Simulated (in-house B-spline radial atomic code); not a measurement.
Ge III (Ge2+): [Ar] 3d10 4s1 4p1 (with a hole in an inner shell)

Level of theory: Dirac-Hartree-Fock, average of configuration, Fermi nucleus of rms radius 4.0742 fm; calculated with a radial B-spline atomic code at the basis-set limit.

Z_r = [3n² - l(l+1)]/(2<r>); Z_e = n√(-2ε); the last column is Slater's effective charge. Values are occupation-weighted means over j.

| shell | electrons | ε (eV) | <r> (bohr) | Z_r | Z_e | Slater |
| --- | --- | --- | --- | --- | --- | --- |
| 1s | 2 | -11208 | 0.04698 | 31.93 | 28.70 | 31.70 |
| 2s | 2 | -1476.2 | 0.209 | 28.71 | 20.83 | 27.85 |
| 2p | 6 | -1288.2 | 0.1836 | 27.24 | 19.46 | 27.85 |
| 3s | 2 | -223.1 | 0.6224 | 21.69 | 12.15 | 20.75 |
| 3p | 6 | -163.44 | 0.6459 | 19.35 | 10.40 | 20.75 |
| 3d | 10 | -65.167 | 0.7193 | 14.60 | 6.57 | 10.85 |
| 4s | 1 | -34.742 | 1.971 | 12.17 | 6.39 | 6.35 |
| 4p | 1 | -24.563 | 2.364 | 9.73 | 5.37 | 6.35 |

The least bound orbital is 4p3/2 at -24.47 eV, and it is also the most diffuse (<r> = 2.373 bohr).

Spin-orbit splittings of the orbital energies (j = l + 1/2 above j = l - 1/2 when positive): 2p 32.23 eV, 3p 4.55 eV, 3d 0.6572 eV, 4p 0.2729 eV.

For the 1s electron the small component carries 1.34 % of the norm, the zero-frequency Breit interaction raises the level by 16.18 eV, self-energy by 8.385 eV, and vacuum polarisation lowers it by 0.8086 eV.
